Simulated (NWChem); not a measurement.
System: Si₂NH₅, singlet; SMILES [Si](N)[SiH3]

```xyz
8

Si    -0.8784     0.8459    -0.0029
N      0.6757     1.6237     0.0006
H      0.7535     2.6467     0.0008
H      1.6016     1.1806     0.0029
Si     0.0450    -1.4008    -0.0012
H      1.5627    -1.4147     0.0039
H     -0.4066    -2.1830    -1.2136
H     -0.4149    -2.1853     1.2066
```
Atoms are numbered in this order, from 1.

Level: PBE-D3(BJ)/def2-SVP (NWChem), optimised geometry, unscaled harmonic frequencies. Low-valent species are run as closed-shell singlets; no triplet was tried in these runs.

```csv
frequency (cm⁻¹),IR intensity (km/mol)
73,0.1
177,5.6
347,13.7
358,6.1
480,22.7
585,105.3
614,71.6
775,96.6
830,150.5
833,30.7
895,26.2
900,29.5
1497,29.1
2086,109.4
2125,84.6
2130,93.5
3435,11.2
3535,38.5
```

| Quantity | Result |
|---|---|
| zero-point energy | 31.0 kcal/mol |
| thermal correction to the enthalpy at 298.15 K (with zero-point energy) | 35.2 kcal/mol |
| heat capacity Cv | 19.3 cal/(mol K) |
| entropy at 298.15 K and 1 atm (symmetry number 1) | 75.2 cal/(mol K) |
| dipole moment | 2.51 D |

Rigid rotor and harmonic oscillator; modes under 100 cm⁻¹ make the entropy uncertain.
